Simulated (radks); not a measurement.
The numbers below are computed, except where a source is named.
Spin polarisation of the 4d4 shell in the niobium ion Nb+. Start: [Kr] 4d(up 2, down 2); electrons of 4d are moved from spin down to spin up, other shells keep equal spins. Code: a radial shooting solver on a logarithmic mesh with Libxc functionals. Model: non-relativistic Kohn-Sham, SCAN, spin-polarised, spherical densities, point nucleus; meta-GGA in the generalised Kohn-Sham scheme.

moment (Bohr magnetons)  E - E(0) (eV)  e(4d up) (eV)  e(4d down) (eV)  4p down minus up (eV)  4s down minus up (eV)
0                                0.000         -9.277           -9.277                  0.000                  0.000
1                               -0.204         -9.649           -8.831                  0.738                  0.657
2                               -0.821         -9.952           -8.297                  1.479                  1.316
3                               -1.876        -10.185           -7.633                  2.227                  1.979

At moment 3 the spin-polarisation energy is -1.876 eV and the 4d exchange splitting 2.553 eV, that is 0.851 eV per Bohr magneton; E = -I m^2/4 would give I = 0.834 eV.
